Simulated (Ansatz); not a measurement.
Cost and result for the atomization energy of C$_{2}$H$_{4}$BBr (`C=CBBr`) (8 atoms, 7 bonds).

Charge 0, multiplicity 1. Correlated methods include outer-core shells of Br, which these sets cover unevenly. Scalar relativity is left out up to krypton. All single points use the PBE0-D4/def2-TZVP geometry. It is one conformer, not always the lowest. Program: Ansatz. All runs use 2 threads of an Intel Xeon Platinum 8259CL on a shared host. Times are those of one run each, without the atoms' runs, and a repeat can differ threefold. Electronic energies, without spin–orbit coupling; frozen cores. CCSD(T)/CBS adds CCSD(T) − MP2 in def2-TZVPP to the MP2 limit, and its time is that of the two runs behind it. T1 = 0.011. With those shells the extrapolation isn't a true limit. B3LYP takes the VWN-RPA correlation (the form of Gaussian; ORCA's B3LYP/G). HSE06 is the plane-wave form, built on full-range PBE exchange.

CCSD(T)/CBS is a level of theory with its own doubt, some kJ/mol a heavy atom from the limit and from the frozen cores, so smaller differences don't rank the functionals.

```json
{"level": "BLYP-D4/def2-TZVPP", "functions": "197", "wall time": "2.4 s", "atomization (kJ/mol)": "3101.4", "difference from CCSD(T)/CBS": "2.6", "per bond": "0.4"}
{"level": "PBE-D4/def2-TZVPP (with forces)", "functions": "197", "wall time": "3 s", "atomization (kJ/mol)": "3182.3", "difference from CCSD(T)/CBS": "83.5", "per bond": "11.9"}
{"level": "PBE0-D4/def2-TZVPP", "functions": "197", "wall time": "3.2 s", "atomization (kJ/mol)": "3136.1", "difference from CCSD(T)/CBS": "37.3", "per bond": "5.3"}
{"level": "HSE06-D4/def2-TZVPP", "functions": "197", "wall time": "3.8 s", "atomization (kJ/mol)": "3138.7", "difference from CCSD(T)/CBS": "39.9", "per bond": "5.7"}
{"level": "B3LYP-D4/def2-TZVPP (with forces)", "functions": "197", "wall time": "4.8 s", "atomization (kJ/mol)": "3110.3", "difference from CCSD(T)/CBS": "11.5", "per bond": "1.7"}
{"level": "CCSD(T)/def2-SVP", "functions": "94", "wall time": "5.5 s", "atomization (kJ/mol)": "2979.1", "difference from CCSD(T)/CBS": "-119.7", "per bond": "-17.1"}
{"level": "B2PLYP/def2-TZVPP", "functions": "197", "wall time": "6.5 s", "atomization (kJ/mol)": "3083.6", "difference from CCSD(T)/CBS": "-15.2", "per bond": "-2.2"}
{"level": "B97M-V/def2-TZVPP", "functions": "197", "wall time": "9 s", "atomization (kJ/mol)": "3119.7", "difference from CCSD(T)/CBS": "20.9", "per bond": "3.0"}
{"level": "ωB97X-V/def2-TZVPP", "functions": "197", "wall time": "9 s", "atomization (kJ/mol)": "3098.4", "difference from CCSD(T)/CBS": "-0.4", "per bond": "0.0"}
{"level": "ωB97M-V/def2-TZVPP (with forces)", "functions": "197", "wall time": "13 s", "atomization (kJ/mol)": "3108.6", "difference from CCSD(T)/CBS": "9.8", "per bond": "1.4"}
{"level": "MP2/def2-QZVPP", "functions": "380", "wall time": "25 s", "atomization (kJ/mol)": "3131.4", "difference from CCSD(T)/CBS": "32.6", "per bond": "4.7"}
{"level": "CCSD(T)/def2-TZVPP", "functions": "197", "wall time": "70 s", "atomization (kJ/mol)": "3028.9", "difference from CCSD(T)/CBS": "-69.9", "per bond": "-10.0"}
{"level": "CCSD(T)/CBS(def2)", "functions": "–", "wall time": "95 s", "atomization (kJ/mol)": "3098.8", "difference from CCSD(T)/CBS": "0.0", "per bond": "0.0"}
```

From PBE to PBE0 (25 % exact exchange), in def2-TZVPP and without D4, the atomization energy moves by −43.9 kJ/mol: exact exchange takes away binding that semilocal exchange gives to molecules. Leaving LDA and LC-ωPBE aside and taking each functional with its dispersion term where it has one, the values, not all of them listed here, spread over 146.8 kJ/mol, from BHLYP-D4 to PBE-D4. LDA lies +360.9 kJ/mol from PBE without D4, its usual overbinding. The D4 term adds +23.4 kJ/mol with B3LYP and +12.1 kJ/mol with PBE0; it sums over pairs of atoms, weighted by their polarisabilities, and B3LYP, whose exchange is more repulsive, gets the larger term.
